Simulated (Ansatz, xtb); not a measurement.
# Relative energy of two isomers of C4H8F2OS

We compare I, `FC(F)OCCCS`, a singlet, with II, `CS[C@H](C)OC(F)F`, a singlet. Both are isolated molecules in the gas phase, relaxed with B3LYP/def2-SVP, each in the lowest conformer that the search found.

I (Å):

```xyz
16

C    -0.4489   -2.0954    1.1075
C     0.4764    0.0636    0.9203
C     0.5089    1.2147   -0.0701
C     0.9820    0.8322   -1.4746
F    -0.9625   -1.9469    2.3619
F    -1.2464   -2.9395    0.4380
O    -0.4491   -0.9148    0.4424
S     2.7036    0.1926   -1.5788
H     0.5608   -2.5404    1.2140
H     1.4811   -0.3896    1.0120
H     0.1608    0.4168    1.9167
H     1.1523    2.0084    0.3470
H    -0.5070    1.6404   -0.1492
H     0.8733    1.6814   -2.1650
H     0.3632    0.0115   -1.8670
H     3.3230    1.3460   -1.2322
```

II (Å):

```xyz
16

C     0.3654   -1.2473    1.8754
C    -1.7076    0.4444    0.9490
C    -2.7669   -0.6232    1.1539
C    -0.5743    1.3868   -0.9085
F    -1.4399    2.4094   -1.1534
F    -0.0505    1.0020   -2.0801
O    -1.2413    0.3152   -0.3921
S    -0.3320    0.4116    2.1786
H     1.3466   -1.2668    2.3701
H    -0.2618   -2.0445    2.3000
H     0.5060   -1.4109    0.7975
H    -2.1465    1.4458    1.0959
H    -2.3496   -1.6281    0.9919
H    -3.1728   -0.5652    2.1734
H    -3.5827   -0.4759    0.4293
H     0.2200    1.7637   -0.2397
```

Estimate which is lower in electronic energy at CCSD(T)/def2-SVP + ΔMP2/def2-TZVPP, and by roughly how much.

Too close to call at this level: CCSD(T)/def2-SVP + ΔMP2/def2-TZVPP gives E(II) − E(I) = −0.75 kcal/mol.

The same difference at several levels:

```csv
level,geometry,E(II) − E(I) (kcal/mol),departure from the last row (kcal/mol),"job, with rough time for the two"
GFN2-xTB,GFN2-xTB,−1.43,−0.69,"optimisation, 0.21 s"
HF/STO-3G,GFN2-xTB,−5.78,−5.04,"single point, 0.44 s"
r2SCAN-D4/def2-SVP,GFN2-xTB,−1.22,−0.48,"single point, 4.4 s"
B3LYP/def2-SVP,B3LYP/def2-SVP,+0.08,+0.82,"optimisation, 54 s"
HF/def2-SVP,B3LYP/def2-SVP,+2.94,+3.69,part of the CCSD(T) run
MP2/def2-SVP,B3LYP/def2-SVP,+0.20,+0.94,part of the CCSD(T) run
CCSD(T)/def2-SVP,B3LYP/def2-SVP,+0.76,+1.51,single point
CCSD(T)/def2-SVP + ΔMP2/def2-TZVPP,B3LYP/def2-SVP,−0.75,,"single point, 2.4 min"
```

As drawn, II has 1 C–S, 1 C–H in place of 1 C–C, 1 S–H.

The largest departure from CCSD(T)/def2-SVP + ΔMP2/def2-TZVPP is that of HF/STO-3G, 5.04 kcal/mol. The last row adds to CCSD(T) the change of the MP2 difference between the two basis sets, here −1.51 kcal/mol.

With thermal terms from frequencies at re-optimised GFN2-xTB minima (ideal gas, soft modes damped towards free rotors, one conformer each, 298.15 K, 1 atm): the zero-point term adds +0.72 kcal/mol; ΔH is +0.23 and ΔG −0.08 kcal/mol.

The correlated steps freeze 12 core orbitals. Mirror images aren't counted in ΔG. Run with Ansatz 0.2.0, xtb 6.7.1; the last row on 4 threads of Arm Neoverse V1 on a shared host.
